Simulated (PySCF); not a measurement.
H2Si, charge -1, doublet, geometry from GFN2-xTB (a state made from the parent by changing its charge; the spin is typed, not shown lowest) (in this run its highest filled SCF level lies above zero, so its values depend strongly on the basis, on diffuse functions most of all). Base run: HF/6-31G** (PySCF).

PySCF was given this input:
```python
from pyscf import gto, scf

mol = gto.Mole()
mol.atom = '''
    Si    0.000000    0.000000    0.000000
    H     0.000000    0.000000    1.299218
    H    -0.000000   -0.000000   -1.299218
'''
mol.basis = '6-31g**'
mol.charge = -1
mol.spin = 1
mol.verbose = 4
mol.build()

mf = scf.UHF(mol)
mf.kernel()
mf.analyze()
```

The base run was repeated with changes; each row names its change, and settings that it needs were set with it.

| change | ΔE vs base (mEh) | fitting functions |
|---|---|---|
| base | 0.000 | - |
| exchange = seminumerical (SGX) (with mf = sgx.sgx_fit(mf, auxbasis='def2-universal-jfit'); with mf.with_df.dfj = True) | -0.136 | 73 |
| auxbasis = even-tempered beta=2.0 | -0.020 | 222 |
| auxbasis = def2-universal-jfit | 1831.7 | 73 |
| only_dfj = on; auxbasis = def2-universal-jfit | -0.146 | 73 |
| auxbasis = def2-universal-jkfit | 0.006 | 164 |
| auxbasis = default (with mf = mf.density_fit()) | 0.023 | 158 |
| auxbasis = cc-pvdz-jkfit | 0.023 | 158 |
| auxbasis = even-tempered beta=1.6 | 0.007 | 342 |
| auxbasis = cc-pvqz-jkfit | 0.009 | 250 |

A fitting set is made for a task (jfit for Coulomb, jkfit for Coulomb and exchange, ri for correlation) and for a family of orbital bases.

Open shells are given as the SCF converged; they aren't shown to be the lowest states, and a large step between rows can be another state.
